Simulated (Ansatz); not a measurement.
C2H9BSSi can be A, `CB[SiH2]SC`, or B, `BCSC[SiH3]`.

Calculated with Ansatz (gas phase, PBE0-D4/def2-TZVP geometries, no zero-point term in ΔE). CBS: MP2 limit from def2 TZ/QZ plus the TZ coupled-cluster correction, frozen cores. DFT in def2-TZVPP. B3LYP here is the variant with VWN-RPA as its local correlation; programs differ in this. Each species was taken in one conformer, which may not be the lowest.

Task: Which isomer does CCSD(T)/CBS put lower? Give the gap. (Best estimate.)

Result: Computed: A, by 22.5 kcal/mol.

Task: Give E(B) − E(A) in kcal/mol with PBE-D4, CCSD/def2-TZVPP, HF/def2-TZVPP, CCSD(T)/def2-TZVPP, ωB97M-V, B3LYP, MP2/def2-TZVPP. (An estimate is asked.)

Result: Ansatz gave: PBE-D4 25.0, CCSD/def2-TZVPP 22.4, HF/def2-TZVPP 22.1, CCSD(T)/def2-TZVPP 22.3, ωB97M-V 21.9, B3LYP 23.6, MP2/def2-TZVPP 21.5. None reverses the order clearly.

Largest T1 diagnostic: 0.011.
